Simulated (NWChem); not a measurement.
All runs are NWChem calculations. System: F$_{3}$S, charge 1, spin multiplicity 1, displaced from the optimised geometry. The structure started from a generated list of species. Level: PBE0/def2-TZVP.

Job file:

```
start mol
memory heap 200 mb stack 900 mb global 1100 mb
charge 1
geometry units angstroms nocenter noautoz
  F      0.222814     0.712093     1.200180
  S     -0.465700    -0.035820     0.000000
  F      0.222814     0.712093    -1.200180
  F      0.382283    -1.360505     0.000000
  symmetry group Cs
end
basis spherical
  * library def2-tzvp
end
dft
  xc pbe0
  iterations 100
  direct
end
task dft gradient
```

NWChem printed:

```
             Northwest Computational Chemistry Package (NWChem) 7.3.0
             --------------------------------------------------------

                                NWChem Input Module
                                -------------------

 Scaling coordinates for geometry "geometry" by  1.889725989
 (inverse scale =  0.529177249)

 Turning off AUTOSYM since
 SYMMETRY directive was detected!

                             Geometry "geometry" -> ""
                             -------------------------

 Output coordinates in angstroms (scale by  1.889725989 to convert to a.u.)

  No.       Tag          Charge          X              Y              Z
 ---- ---------------- ---------- -------------- -------------- --------------
    1 F                    9.0000     0.22281400     0.71209300     1.20018000
    2 S                   16.0000    -0.46570000    -0.03582000     0.00000000
    3 F                    9.0000     0.22281400     0.71209300    -1.20018000
    4 F                    9.0000     0.38228300    -1.36050500     0.00000000

 Effective nuclear repulsion energy (a.u.)     198.9158688680

            Nuclear Dipole moment (a.u.)
            ----------------------------
        X                 Y               Z
 ---------------- ---------------- ----------------
    -0.0000018897     0.0000170075     0.0000000000

      Symmetry information
      --------------------

 Group name             Cs
 Group number              2
 Group order               2
 No. of unique centers     3

      Symmetry unique atoms

     1    2    4


 Summary of "ao basis" -> "" (spherical)
 ------------------------------------------------------------------------------
       Tag                 Description            Shells   Functions and Types
 ---------------- ------------------------------  ------  ---------------------
 *                         def2-tzvp                  on all atoms

                                 NWChem DFT Module
                                 -----------------

 Summary of "ao basis" -> "ao basis" (spherical)
 ------------------------------------------------------------------------------
       Tag                 Description            Shells   Functions and Types
 ---------------- ------------------------------  ------  ---------------------
 F                         def2-tzvp                11       31   5s3p2d1f
 S                         def2-tzvp                13       37   5s5p2d1f

 Summary of "ao basis" -> "ao basis" (spherical)
 ------------------------------------------------------------------------------
       Tag                 Description            Shells   Functions and Types
 ---------------- ------------------------------  ------  ---------------------
 F                         def2-tzvp                11       31   5s3p2d1f
 S                         def2-tzvp                13       37   5s5p2d1f

      Symmetry analysis of basis
      --------------------------

        a'         77
        a"         53

            General Information
            -------------------
          SCF calculation type: DFT
          Wavefunction type:  closed shell.
          No. of atoms     :     4
          No. of electrons :    42
           Alpha electrons :    21
            Beta electrons :    21
          Charge           :     1
          Spin multiplicity:     1
          Use of symmetry is: on ; symmetry adaption is: on
          Maximum number of iterations: 100
          This is a Direct SCF calculation.
[...]
   111     -0.126994  4 F  px                 8      0.117656  1 F  pz

 Vector   23  Occ=0.000000D+00  E=-3.610922D-01  Symmetry=a"
              MO Center= -5.1D-01, -1.0D-01, -9.3D-11, r^2= 1.8D+00
   Bfn.  Coefficient  Atom+Function         Bfn.  Coefficient  Atom+Function
  ----- ------------  ---------------      ----- ------------  ---------------
    48      0.584284  2 S  pz                51      0.462305  2 S  pz
    45      0.241482  2 S  pz                39     -0.182267  2 S  pz
     5     -0.180768  1 F  s                 73      0.180768  3 F  s
   107     -0.145380  4 F  pz                 6      0.137252  1 F  px
    74     -0.137252  3 F  px               113     -0.130620  4 F  pz

 Vector   24  Occ=0.000000D+00  E=-2.813466D-01  Symmetry=a'
              MO Center=  3.3D-02,  2.6D-03,  2.7D-14, r^2= 1.8D+00
   Bfn.  Coefficient  Atom+Function         Bfn.  Coefficient  Atom+Function
  ----- ------------  ---------------      ----- ------------  ---------------
    36      0.600548  2 S  s                 46      0.563210  2 S  px
    35      0.542322  2 S  s                 49      0.462355  2 S  px
    34     -0.287453  2 S  s                  5     -0.236417  1 F  s
    73     -0.236417  3 F  s                104     -0.236444  4 F  s
   106     -0.234888  4 F  py               112     -0.222062  4 F  py

 center of mass
 --------------
 x =   0.01783350 y =   0.00137210 z =   0.00000000

 moments of inertia (a.u.)
 ------------------
         389.980246581078          11.854379534642           0.000000000000
          11.854379534642         236.835480344312           0.000000000000
           0.000000000000           0.000000000000         235.914115455290

     Multipole analysis of the density
     ---------------------------------

     L   x y z        total         alpha         beta         nuclear
     -   - - -        -----         -----         ----         -------
     0   0 0 0      1.000000    -21.000000    -21.000000     43.000000

     1   1 0 0     -0.792727     -0.396362     -0.396362     -0.000002
     1   0 1 0     -0.061018     -0.030517     -0.030517      0.000017
     1   0 0 1      0.000000      0.000000      0.000000      0.000000

     2   2 0 0    -16.487754    -18.383764    -18.383764     20.279774
     2   1 1 0      0.008387      2.786092      2.786092     -5.563797
     2   1 0 1     -0.000000     -0.000000     -0.000000      0.000000
     2   0 2 0    -16.596629    -54.376953    -54.376953     92.157277
     2   0 1 1      0.000000      0.000000      0.000000      0.000000
     2   0 0 2    -16.597375    -54.593566    -54.593566     92.589758

            General Information
            -------------------
          SCF calculation type: DFT
          Wavefunction type:  closed shell.
          No. of atoms     :     4
          No. of electrons :    42
           Alpha electrons :    21
            Beta electrons :    21
          Charge           :     1
          Spin multiplicity:     1
          Use of symmetry is: on ; symmetry adaption is: on
          Maximum number of iterations: 100
          This is a Direct SCF calculation.
          AO basis - number of functions:   130
                     number of shells:    46
          Convergence on energy requested:  1.00D-06
          Convergence on density requested:  1.00D-05
          Convergence on gradient requested:  5.00D-04

              XC Information
              --------------
                         PBE0 Method XC Functional
                     Hartree-Fock (Exact) Exchange  0.250
          PerdewBurkeErnzerhof Exchange Functional  0.750
            Perdew 1991 LDA Correlation Functional  1.000 local
           PerdewBurkeErnz. Correlation Functional  1.000 non-local

             Grid Information
             ----------------
          Grid used for XC integration:  medium
          Radial quadrature: Mura-Knowles
          Angular quadrature: Lebedev.
          Tag              B.-S. Rad. Rad. Pts. Rad. Cut. Ang. Pts.
          ---              ---------- --------- --------- ---------
          F                   0.50       49           7.0       434
          S                   1.00       88           6.0       590
          Grid pruning is: on
          Number of quadrature shells:   186
          Spatial weights used:  Erf1

          Convergence Information
          -----------------------
          Convergence aids based upon iterative change in
          total energy or number of iterations.
          Levelshifting, if invoked, occurs when the
          HOMO/LUMO gap drops below (HL_TOL):  1.00D-02
          DIIS, if invoked, will attempt to extrapolate
          using up to (NFOCK): 10 stored Fock matrices.

                    Damping( 0%)  Levelshifting(0.5)       DIIS
                  --------------- ------------------- ---------------
          dE  on:    start            ASAP                start
          dE off:    2 iters        100 iters           100 iters

      Screening Tolerance Information
      -------------------------------
          Density screening/tol_rho:  1.00D-10
          AO Gaussian exp screening on grid/accAOfunc:  14
          CD Gaussian exp screening on grid/accCDfunc:  20
          XC Gaussian exp screening on grid/accXCfunc:  20
          Schwarz screening/accCoul:  1.00D-08

                            NWChem DFT Gradient Module
                            --------------------------

  charge          =   1.00
  wavefunction    = closed shell

  Using symmetry

                         DFT ENERGY GRADIENTS

    atom               coordinates                        gradient
                 x          y          z           x          y          z
   1 F       0.421057   1.345661   2.268011    0.022093   0.025592   0.041271
   2 S      -0.880045  -0.067690   0.000000   -0.071765  -0.005518   0.000000
   3 F       0.421057   1.345661  -2.268011    0.022093   0.025592  -0.041271
   4 F       0.722410  -2.570982   0.000000    0.027580  -0.045666   0.000000

                 ----------------------------------------
                 |  Time  |  1-e(secs)   |  2-e(secs)   |
                 ----------------------------------------
                 |  CPU   |       0.02   |       7.39   |
                 ----------------------------------------
                 |  WALL  |       0.02   |       7.39   |
                 ----------------------------------------

 Task  times  cpu:       20.5s     wall:       20.5s

 Total times  cpu:       20.6s     wall:       20.6s
```
